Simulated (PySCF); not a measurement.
Q: Give a PBE0-D3(BJ)/def2-SVP geometry of `C1C/C(=C\CC/C=C\1)[SiH3]`.

A: 
```
atom  x, y, z in Å
Si1    2.744   -0.690    0.875
C2     1.077   -0.529    0.035
C3     0.159   -1.489    0.257
C4    -1.249   -1.643   -0.239
C5    -1.963   -0.416   -0.811
C6    -2.080    0.722    0.166
C7    -1.169    1.654    0.473
C8     0.217    1.866   -0.058
C9     0.883    0.712   -0.812
H10    3.845   -0.758   -0.139
H11    2.787   -1.916    1.730
H12    3.027    0.509    1.729
H13    0.467   -2.324    0.902
H14   -1.259   -2.454   -0.992
H15   -1.846   -2.039    0.602
H16   -1.481   -0.093   -1.743
H17   -2.977   -0.731   -1.103
H18   -3.027    0.771    0.716
H19   -1.469    2.392    1.227
H20    0.861    2.143    0.796
H21    0.213    2.763   -0.706
H22    1.870    1.071   -1.152
H23    0.335    0.482   -1.734
```

Orientation and origin are arbitrary. Atoms count from 1 in this order. Si1 (SiH3 silicon) is tetrahedral (angles from 106.4° to 110.8°). The C–C distances run from 1.339 Å (C6=C7, drawn double) to 1.531 Å (C8–C9, drawn single), a spread of 0.192 Å. The 8-membered ring C2–C3–C4–C5–C6–C7–C8–C9 has internal angles of 113.4° to 131.1° (sum 980°, against 1080° for a flat polygon); it is puckered, 0.44 Å rms from its mean plane, widest ring torsion 84°. Of the pairs four or more bonds apart, H16···H23 is among the closest relative to their van der Waals radii: 1.91 Å, 79 % of the sum of Bondi's values.

Bonds between heavy atoms (Å): Si1–C2 1.874, C2=C3 1.347, C3–C4 1.501, C4–C5 1.531, C5–C6 1.504, C6=C7 1.339, C7–C8 1.499, C8–C9 1.531, C2–C9 1.514.

Theory: PySCF, PBE0-D3(BJ)/def2-SVP geometry optimisation, gas phase.

Point group: C1 (no symmetry element, even within 0.4 Å). No frequency check. One conformer, not necessarily the lowest (C2–C3–C4–C5 -17°, C3–C4–C5–C6 -59°, C4–C5–C6–C7 83°, C6–C7–C8–C9 -17°).

The run took 3.6 min of wall time on one thread, Arm Neoverse V2 (aarch64), no GPU, shared host with 96 logical CPUs at a one-minute load of 21, and the process peaked at 0.92 GiB of memory. This is the geometry optimisation.
